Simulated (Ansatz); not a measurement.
Cu3O4⁻. The state is a singlet with charge -1. Geometry B3LYP-D4/def2-SVPD.

```xyz
7

Cu    0.985    0.479   -0.164
Cu    0.303   -1.745    0.143
Cu   -1.417    0.150    0.557
O    -1.439   -1.657    0.631
O    -0.372    1.767    0.354
O     1.872   -1.033   -0.559
O     0.068    2.039   -0.963
```

The structure holds 1 bond(s) between oxygen atoms. At PBE-D4/def2-TZVPD the restricted singlet is unstable: a solution with broken spin symmetry lies lower. The restricted singlet is unstable towards broken spin symmetry at other levels; at r2SCAN-D4/def2-TZVPD, B97M-V/def2-TZVPD, PBE0-D4/def2-TZVPD, CAM-B3LYP-D4/def2-TZVPD this wasn't settled. No other spin state of charge -1 was run. The geometry of the singlet was relaxed on an unsound state (restricted singlet, unstable towards broken spin symmetry at other levels and untested here). Another isomer (singlet) lies 0.94 eV lower at PBE-D4/def2-TZVPD; other spin states weren't run for this one.

Question: Estimate the orbital energies around the gap (eV) in Ansatz with PBE-D4/def2-TZVPD, r2SCAN-D4/def2-TZVPD, B97M-V/def2-TZVPD, PBE0-D4/def2-TZVPD, CAM-B3LYP-D4/def2-TZVPD.

Answer: 
```tsv
orbital	PBE-D4/def2-TZVPD	r2SCAN-D4/def2-TZVPD	B97M-V/def2-TZVPD	PBE0-D4/def2-TZVPD	CAM-B3LYP-D4/def2-TZVPD
HOMO−5	-1.94	-2.04	-2.15	-3.26	-4.75
HOMO−4	-1.61	-1.73	-1.84	-2.92	-4.42
HOMO−3	-1.28	-1.40	-1.53	-2.66	-4.15
HOMO−2	-0.97	-1.14	-1.27	-2.31	-3.75
HOMO−1	-0.85	-0.94	-1.06	-2.08	-3.46
HOMO	-0.55	-0.70	-0.88	-1.99	-3.39
LUMO	-0.39	-0.40	-0.46	0.06	0.74
LUMO+1	1.75	2.02	1.73	2.57	3.23
LUMO+2	2.55	2.89	2.54	3.21	3.70
LUMO+3	2.84	3.17	2.82	3.44	3.88
LUMO+4	2.95	3.35	2.98	3.57	4.06
LUMO+5	3.65	3.99	3.77	4.43	4.81
```
